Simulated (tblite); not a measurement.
CuF, singlet, geometry from GFN2-xTB (such geometries of metal compounds can be far from the true shape); GFN1-xTB (tblite).

The tblite input:
```
$ tblite run mol.xyz --method gfn1 --charge 0 --spin 0 --json tblite.json --no-restart

# file mol.xyz
2

Cu    -0.00000000    -0.00000000    -0.40615773
F      0.00000000     0.00000000     1.30873047
```

Question: What does tblite print? Leave out banner, timings and long lists.

Answer: 
```
xTB calculator
 | screened Coulomb repulsion
 | Coulomb electrostatics
 |  * isotropic Klopman-Ohno-Mataga-Nishimoto electrostatics
 |  * onsite third-order electrostatics
 | DFT-D3(BJ) dispersion correction

halogen bonding energy    0.0000000000000E+00 Eh
repulsion energy          2.5090050846942E-03 Eh
dispersion energy        -1.3134112399000E-04 Eh
number of electrons       1.8000000000000E+01 e
integral cutoff           3.2615407794351E+01 bohr

------------------------------------------------------------
  cycle        total energy    energy error   density error
------------------------------------------------------------
      1     -9.563920001946  -9.5662977E+00   1.0249606E+00
      2     -9.611682396053  -4.7762394E-02   5.6250313E-01
      3     -9.610729163499   9.5323255E-04   1.1710899E-01
      4     -9.609860954478   8.6820902E-04   1.5006759E-01
      5     -9.617799730548  -7.9387761E-03   1.1553643E-02
      6     -9.617819587778  -1.9857230E-05   8.4120046E-03
      7     -9.617846445712  -2.6857935E-05   2.1891407E-04
      8     -9.617846462241  -1.6529052E-08   4.2373434E-05
      9     -9.617846462852  -6.1079497E-10   6.0660194E-07
------------------------------------------------------------

electronic energy        -9.6202241268127E+00 Eh
total energy             -9.6178464628520E+00 Eh

Post processing:
 | Mayer-Wiberg bond orders

[Info] JSON dump of results written to 'tblite.json'
```
